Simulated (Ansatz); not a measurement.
Isolated molecules relaxed with PBE0-D4/def2-TZVP in Ansatz; ΔE leaves out vibrations. CCSD(T)/CBS is the MP2 limit (def2-TZVPP, def2-QZVPP) plus CCSD(T) − MP2 in def2-TZVPP, frozen cores. This one scheme is used for every species. DFT in def2-TZVPP. def2 core potentials past Kr. For Sn outer-core shells are correlated without core-valence functions, which leaves a few kJ/mol of doubt a bond. One conformer a species, not always the lowest.

Reaction (substitution at a C–C bond): `C#CC#N` + `[NH2][SnH2][OH]` → `C#C[O][SnH2][NH2]` + `C#N`

Problem. Is it downhill or uphill in electronic energy at CCSD(T)/CBS, and by how much? (Estimate.)

Solution. The calculation gave: Uphill: ΔE = +47.4 kJ/mol.

Problem. What do these levels give: PBE0-D4, ωB97M-V, PBE, MP2/def2-TZVPP, CCSD(T)/def2-TZVPP, SCS-MP2/def2-QZVPP? (Estimate.)

Solution. Computed: PBE0-D4 43.5, ωB97M-V 36.4, PBE 52.1, MP2/def2-TZVPP 52.9, CCSD(T)/def2-TZVPP 44.4, SCS-MP2/def2-QZVPP 52.0 kJ/mol.

Largest T1 diagnostic among the species: 0.015.

From PBE to PBE0 (25 % exact exchange), in def2-TZVPP and without D4, ΔE moves by −5.7 kJ/mol. In def2-TZVPP, CCSD(T) changes the Hartree–Fock value by +13.3 kJ/mol (the triples alone add +2.4 kJ/mol) and MP2 by +21.8 kJ/mol.
